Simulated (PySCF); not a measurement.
Computed IR spectrum (relative IR intensity) of a molecule C₂H₇NSi₂. Geometry optimised at PBE-D3(BJ)/def2-SVP. Other conformers were not sampled. These are PBE-D3(BJ)/def2-SVP in PySCF values and carry that method's errors. Frequencies are harmonic and unscaled.

ν (cm⁻¹): 262 (w), 465 (vw), 502 (vw), 520 (vw), 583 (vw), 619 (w), 658 (m), 738 (s), 761 (m), 804 (m), 865 (s), 883 (vs), 905 (m), 908 (s), 913 (w), 944 (w), 1009 (m), 1144 (vw), 1219 (w), 1548 (w), 2130 (s), 2151 (s), 2159 (s), 2169 (s), 2175 (s), 2999 (vw), 3061 (w) (against the strongest line: vs over 80 %, s over 45 %, m over 15 %, w over 4 %, vw less)

Problem. Identify the compound among the candidates.
A. C[Si@@H]1C=N[SiH2]1
B. N[Si@@H]1C=C[SiH2]1
C. [SiH3][C@H]1N=C[SiH2]1
D. [SiH3]C1=N[SiH2]C1

Solution. C, [SiH3][C@H]1N=C[SiH2]1
